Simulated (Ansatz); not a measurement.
## A geometry optimisation of CH3CuOS with B3LYP-D3(BJ)/def2-SVP

The starting geometry of this gas-phase singlet was optimised with GFN2-xTB.

```xyz
7

C    -2.3137    1.5144    0.6345
Cu   -4.2239   -0.0943   -0.0823
O    -2.4804    1.0378   -0.7126
S    -3.2548    0.4677    1.7815
H    -1.2600    1.5321    0.9157
H    -2.7225    2.5270    0.6525
H    -1.8021    0.3701   -0.8878
```

Task: Predict what it relaxes into with B3LYP-D3(BJ)/def2-SVP.

Result: A bond breaks, leaving `OC[S][Cu]`. Contacts that open: Cu2–O3 (2.17 → 2.86 Å).

The energy falls by 0.14 eV over 12 steps:

| step | E − E(last) (eV) |
| --- | --- |
| 1 | 0.144 |
| 2 | 0.099 |
| 3 | 0.069 |
| 5 | 0.022 |
| 6 | 0.004 |
| 7 | 0.001 |
| 8 | 0.001 |
| 10 | 0.000 |
| 11 | 0.000 |
| 12 | 0.000 |

Final geometry (Å):

```xyz
7

C    -2.2702    1.5368    0.5707
Cu   -4.6060   -0.0919    0.0855
O    -2.1874    1.1629   -0.7884
S    -3.1308    0.2886    1.6147
H    -1.2701    1.6806    1.0226
H    -2.7975    2.5012    0.5961
H    -1.7955    0.2767   -0.7997
```

Frequencies at the end are all real (lowest 60 cm⁻¹). Run with Ansatz 0.2.0, 16 s on 2 threads of Intel(R) Xeon(R) 6975P-C (Granite Rapids), with other jobs on the host.
